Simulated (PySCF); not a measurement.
C7H7F3Si, SMILES Cc1ccccc1[Si](F)(F)F, GFN2-xTB optimised geometry.

```
18

C     -1.82    -1.70     0.00
C     -1.06    -0.40     0.00
C     -1.74     0.81     0.00
C     -1.06     2.01     0.00
C      0.33     2.02     0.00
C      1.02     0.82     0.00
C      0.34    -0.40     0.00
Si     1.32    -1.99     0.00
F      2.89    -1.74     0.00
F      1.08    -2.95     1.25
F      1.08    -2.95    -1.24
H     -1.57    -2.29    -0.88
H     -2.89    -1.52     0.00
H     -1.57    -2.29     0.88
H     -2.82     0.81     0.00
H     -1.60     2.94     0.00
H      0.87     2.95     0.00
H      2.10     0.82     0.00
```

Density from PBE0/def2-SVP (PySCF 2.14.0) at that geometry.

Minimum of the electron density along straight lines between bonded atoms, close to the bond critical point (lines longer than 1.1 times the sum of covalent radii, or with two minima, are not listed):

| bond | length / Å | ρ at the minimum / e bohr⁻³ | ∇²ρ there / e bohr⁻⁵ | position (fraction from the first atom) |
|---|---|---|---|---|
| C1–C2 | 1.497 | 0.257 | -0.61 | 0.49 |
| C2–C3 | 1.387 | 0.311 | -0.79 | 0.50 |
| C3–C4 | 1.384 | 0.313 | -0.81 | 0.50 |
| C4–C5 | 1.384 | 0.313 | -0.81 | 0.50 |
| C5–C6 | 1.382 | 0.314 | -0.81 | 0.50 |
| C2–C7 | 1.404 | 0.300 | -0.73 | 0.50 |
| C6–C7 | 1.397 | 0.303 | -0.74 | 0.50 |
| C7–Si8 | 1.864 | 0.124 | 0.32 | 0.62 |
| Si8–F9 | 1.588 | 0.126 | 1.20 | 0.42 |
| Si8–F10 | 1.591 | 0.125 | 1.18 | 0.42 |
| Si8–F11 | 1.591 | 0.125 | 1.18 | 0.42 |
| C1–H12 | 1.089 | 0.275 | -1.01 | 0.63 |
| C1–H13 | 1.087 | 0.277 | -1.02 | 0.63 |
| C1–H14 | 1.089 | 0.275 | -1.01 | 0.63 |
| C3–H15 | 1.081 | 0.283 | -1.08 | 0.63 |
| C4–H16 | 1.080 | 0.285 | -1.09 | 0.63 |
| C5–H17 | 1.079 | 0.284 | -1.08 | 0.63 |
| C6–H18 | 1.080 | 0.286 | -1.11 | 0.64 |
